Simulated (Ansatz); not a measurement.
Geometry optimisation, DFT PBE-D3(BJ), scalar-relativistic, plane waves, PAW in Ansatz 0.2.0.

Input:

```yaml
accuracy: low
crystal:
  lattice:
    - [7.191966, 0.0, 0.0]
    - [0.0, 7.191966, 0.0]
    - [0.0, 0.0, 7.191966]
  atoms:
    - { symbol: H, position: [0.3819999, 0.5295693, 0.2470074] }
    - { symbol: H, position: [0.334302, 0.5852262, 0.1753613] }
    - { symbol: H, position: [0.7997031, 0.5196711, 0.8417903] }
    - { symbol: H, position: [0.8338128, 0.4461689, 0.9045589] }
    - { symbol: H, position: [0.1566596, 0.9795284, 0.6234614] }
    - { symbol: H, position: [0.193125, 0.9988162, 0.5296307] }
    - { symbol: H, position: [0.7344998, 0.0746297, 0.4239698] }
    - { symbol: H, position: [0.749924, -0.0254547, 0.4398178] }
    - { symbol: C, position: [0.2096031, 0.6593838, 0.8304395] }
    - { symbol: H, position: [0.2961522, 0.7245159, 0.9363769] }
    - { symbol: H, position: [0.0837871, 0.6046115, 0.8946736] }
    - { symbol: H, position: [0.2863164, 0.5462416, 0.7650973] }
    - { symbol: H, position: [0.1721566, 0.7621663, 0.72561] }
    - { symbol: C, position: [0.3081, 0.1082434, 0.0601971] }
    - { symbol: H, position: [0.3966382, 0.020238, 0.1460558] }
    - { symbol: H, position: [0.3163014, 0.2513437, 0.1092962] }
    - { symbol: H, position: [0.1648039, 0.059873, 0.0692634] }
    - { symbol: H, position: [0.3546567, 0.1015189, -0.083827] }
    - { symbol: C, position: [0.8048627, 0.1332609, 0.1231521] }
    - { symbol: H, position: [0.8517548, 0.2215634, 0.2369918] }
    - { symbol: H, position: [0.6953663, 0.0409665, 0.1726291] }
    - { symbol: H, position: [0.9211931, 0.0507463, 0.0720221] }
    - { symbol: H, position: [0.7511367, 0.2197672, 0.0109655] }
    - { symbol: C, position: [0.1110643, 0.8085667, 0.2541115] }
    - { symbol: H, position: [0.0627123, 0.7795988, 0.113475] }
    - { symbol: H, position: [0.0684748, 0.9482801, 0.2943854] }
    - { symbol: H, position: [0.2621774, 0.7985609, 0.2586275] }
    - { symbol: H, position: [0.0508926, 0.707827, 0.3499581] }
basis:
  ecutwfc: 420.0
kpoints:
  mp_grid: { grid: [1, 1, 1] }
hamiltonian:
  xc: pbe
  dispersion: d3bj
scf:
  occupations: { method: fermi_dirac, width: 0.05 }
  lower_state_search: "off"
relax:
  f_tol: 0.3
  max_steps: 15
  adjacent_minimum: "off"
output:
  write_density: true
  write_potential: true
  elf: true
  volumetric_format: npy
```

Launched with:

```bash
$ ansatz run input.yaml --threads 1 --pin off --max-ram 3072MiB --backend cpu --events-out ev --progress --plain --runs-dir out
```

Q: Where does it end, and by what steps?

A: It converged. The threshold is loose, so the end isn't yet a minimum. The force dipped under the threshold on the way, but the program's further checks kept it going. Limits of this set-up: coarse k mesh, low accuracy level. After 10 steps the energy has fallen by 1.631 eV; H8 moved furthest, 1.37 Å.

```json
{"step": "0", "energy less start (eV)": "0.0000", "largest force component (eV/Å)": "0.612", "accepted": "yes"}
{"step": "1", "energy less start (eV)": "-0.5214", "largest force component (eV/Å)": "0.242", "accepted": "yes"}
{"step": "2", "energy less start (eV)": "-0.8797", "largest force component (eV/Å)": "0.316", "accepted": "yes"}
{"step": "3", "energy less start (eV)": "-1.1365", "largest force component (eV/Å)": "0.391", "accepted": "yes"}
{"step": "4", "energy less start (eV)": "-1.2860", "largest force component (eV/Å)": "0.409", "accepted": "yes"}
{"step": "5", "energy less start (eV)": "-1.3933", "largest force component (eV/Å)": "0.316", "accepted": "yes"}
{"step": "6", "energy less start (eV)": "-1.4806", "largest force component (eV/Å)": "0.279", "accepted": "yes"}
{"step": "7", "energy less start (eV)": "-1.5448", "largest force component (eV/Å)": "0.346", "accepted": "yes"}
{"step": "8", "energy less start (eV)": "-1.5963", "largest force component (eV/Å)": "0.244", "accepted": "yes"}
{"step": "9", "energy less start (eV)": "-1.5963", "largest force component (eV/Å)": "0.243", "accepted": "yes"}
{"step": "10", "energy less start (eV)": "-1.6313", "largest force component (eV/Å)": "0.292", "accepted": "yes"}
```

```xyz
28
Lattice="7.1920 0.0000 0.0000 0.0000 7.1920 0.0000 0.0000 0.0000 7.1920" Properties=species:S:1:pos:R:3
H 3.750 3.942 2.181
H 3.308 4.288 1.677
H 5.222 4.638 5.734
H 5.691 4.157 6.104
H 1.837 8.122 4.168
H 1.890 8.051 3.419
H 5.100 0.676 4.366
H 5.264 -0.041 4.515
C 1.978 4.280 5.550
H 2.607 4.498 6.424
H 1.000 3.907 5.884
H 2.464 3.516 4.932
H 1.838 5.198 4.963
C 2.224 0.535 0.039
H 2.528 -0.162 0.832
H 2.115 1.541 0.461
H 1.268 0.206 -0.385
H 2.994 0.551 -0.744
C 5.663 1.460 0.954
H 6.561 1.909 1.409
H 5.103 0.902 1.716
H 5.967 0.776 0.145
H 5.018 2.247 0.546
C 0.050 5.164 2.161
H -0.256 4.995 1.121
H -0.110 6.220 2.422
H 1.114 4.916 2.278
H -0.544 4.525 2.824
```

Whether the end is a true minimum wasn't checked by a vibrational analysis.

Time of the run: 22 s on 1 thread of Arm Neoverse V1, on a shared host, peak memory 0.37 GiB.
